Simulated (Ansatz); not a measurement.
Two members of one family (Same ligands, another metal), computed with Ansatz in the gas phase; def2 core potentials for W, no spin–orbit coupling. A dash marks a value that wasn't run or was left out as unsound. The structures are stationary points that may keep the symmetry of their start. Remarks come from the PBE and PBE0 runs and from stability tests at other levels; not every state was tested. A HOMO above zero means that the electron is unbound at that level and held by the basis, or that self-interaction error raises the level; the energy of removing that electron tells which. HOMO above LUMO (over both spins in singlets and doublets, within one spin in higher multiplets; at PBE or PBE0), or a gap under 0.15 eV within one spin, warns that the state may not be the lowest or that an electron is smeared out.

First: CrNF3 (singlet, charge 0, PBE0-D4/def2-SVP geometry).

```xyz
5

Cr   -0.012    0.009    0.000
N     1.183   -0.860   -0.005
F     0.077    0.917    1.421
F    -1.345   -1.029   -0.026
F     0.096    0.963   -1.390
```

```json
{"level": "r2SCAN-D4/def2-TZVP", "HOMO (eV)": "-9.33", "LUMO (eV)": "-5.64", "gap (eV)": "3.70", "vertical EA (eV)": "–"}
{"level": "r2SCAN-D4/def2-TZVPD", "HOMO (eV)": "-9.30", "LUMO (eV)": "-5.60", "gap (eV)": "3.70", "vertical EA (eV)": "2.19"}
{"level": "PBE0-D4/def2-SVP", "HOMO (eV)": "-10.76", "LUMO (eV)": "-4.73", "gap (eV)": "6.03", "vertical EA (eV)": "–"}
{"level": "PBE0-D4/def2-TZVPD", "HOMO (eV)": "-10.73", "LUMO (eV)": "-4.58", "gap (eV)": "6.15", "vertical EA (eV)": "2.72"}
{"level": "r2SCAN0-D4/def2-TZVP", "HOMO (eV)": "-11.06", "LUMO (eV)": "-4.68", "gap (eV)": "6.38", "vertical EA (eV)": "–"}
```

Metal–donor distances: 1 × N 1.48 Å, 3 × F 1.69 Å. Remarks: restricted SCF unstable in HF, HOMO above zero (-1 doublet).

Second: WNF3 (singlet, charge 0, PBE0-D4/def2-SVP geometry).

```xyz
5

W    -0.006    0.033   -0.057
N     0.129   -0.793    1.366
F     1.454    1.185   -0.037
F    -1.657    0.876    0.078
F     0.079   -1.300   -1.349
```

**Question.** What does the change do? Estimate second minus first.

**Answer.** 
```
               level  Δ HOMO (eV)  Δ LUMO (eV)  Δ gap (eV)  Δ vertical EA (eV)
 r2SCAN-D4/def2-TZVP         1.09         2.32        1.23                   –
r2SCAN-D4/def2-TZVPD         1.06         2.28        1.22               -2.01
    PBE0-D4/def2-SVP         1.27         2.26        0.99                   –
  PBE0-D4/def2-TZVPD         1.22         2.02        0.79               -2.32
r2SCAN0-D4/def2-TZVP         1.29         2.19        0.90                   –
```

Metal–donor distances: 1 × N 1.65 Å, 3 × F 1.86 Å. Remarks: restricted SCF unstable in HF, HOMO above zero (-1 doublet), gap within one spin near zero at PBE or PBE0 (-1 doublet).
